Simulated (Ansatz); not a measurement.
Relaxation of CH5BSSi (9 atoms, charge 0, multiplicity 1), to a largest force component of 0.015 eV/Å in at most 40 steps.

Level of theory: Ansatz 0.2.0, RKS CAM-B3LYP-D4/STO-3G.

```xyz
9
Properties=species:S:1:pos:R:3
B -0.672 1.236 -0.725
C 0.222 0.033 -0.688
Si 1.129 -0.448 -2.201
S 0.470 -0.693 0.560
H -0.902 1.856 -1.767
H -1.258 1.673 0.245
H 1.367 -1.954 -2.185
H 2.373 0.210 -2.278
H 0.295 -0.158 -3.440
```

Problem. Where does it end, and by what steps?

Solution. The run converged. Limits of this set-up: minimal basis. After 20 steps the energy has fallen by 2.368 eV; H5 moved furthest, 1.26 Å. The start is strongly strained (largest force component 11 eV/Å). Joined: B1–S4.

```tsv
step	energy less start (eV)	largest force component (eV/Å)	accepted
0	0.0000	11.466	yes
1	-1.2047	3.543	yes
2	-1.0627	2.517	no
3	-1.4148	0.284	yes
4	-1.4203	0.063	yes
5	-1.4230	0.096	yes
6	-1.4273	0.153	yes
7	-1.4293	0.304	yes
8	-1.4335	0.233	yes
9	-1.4554	0.204	yes
10	-1.4599	0.715	yes
11	-1.5211	0.314	yes
12	-1.5752	0.795	yes
13	-1.7434	1.146	yes
14	-2.1225	1.403	yes
15	-2.2478	1.900	yes
16	-2.3563	0.192	yes
17	-2.3628	0.210	yes
18	-2.3653	0.154	yes
19	-2.3677	0.017	yes
20	-2.3680	0.011	yes
```

```xyz
9
Properties=species:S:1:pos:R:3
B -0.740 1.222 -0.487
C 0.148 0.078 -1.041
Si 1.326 -0.518 -2.351
S -0.536 -0.569 0.311
H -1.781 1.419 -0.978
H -0.238 2.083 0.121
H 1.811 -1.836 -2.035
H 2.421 0.414 -2.418
H 0.612 -0.538 -3.600
```

Time of the run: 51 s on 1 thread of Arm Neoverse V1, on a shared host, peak memory 0.14 GiB.
